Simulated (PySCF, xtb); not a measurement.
Se(iPr)(NH2) (C₃H₉NSe), SMILES CC(C)[Se]N. One conformer was computed; it need not be the lowest.

Harmonic wavenumbers (cm⁻¹) from xtb 6.7.1 with GFN2-xTB at its own minimum, in rising order: 41, 153, 200, 218, 249, 263, 283, 401, 517, 556, 774, 920, 925, 939, 975, 1034, 1139, 1158, 1214, 1297, 1406, 1416, 1466, 1485, 1486, 1494, 1497, 2894, 3003, 3011, 3013, 3023, 3029, 3030, 3334, 3370.

What does PBE0-D3(BJ)/def2-SVP in PySCF give at its own minimum? (Estimate from the structure and the level; the computed values follow.)

63, 178, 230, 257, 279, 311, 370, 417, 564, 572, 766, 904, 927, 962, 1024, 1036, 1148, 1176, 1235, 1337, 1387, 1393, 1453, 1458, 1467, 1478, 1562, 3042, 3046, 3076, 3131, 3138, 3147, 3149, 3547, 3660. Paired by order, the mean absolute difference is 54 cm⁻¹ and the zero-point energies are 73.2 and 75.6 kcal/mol.
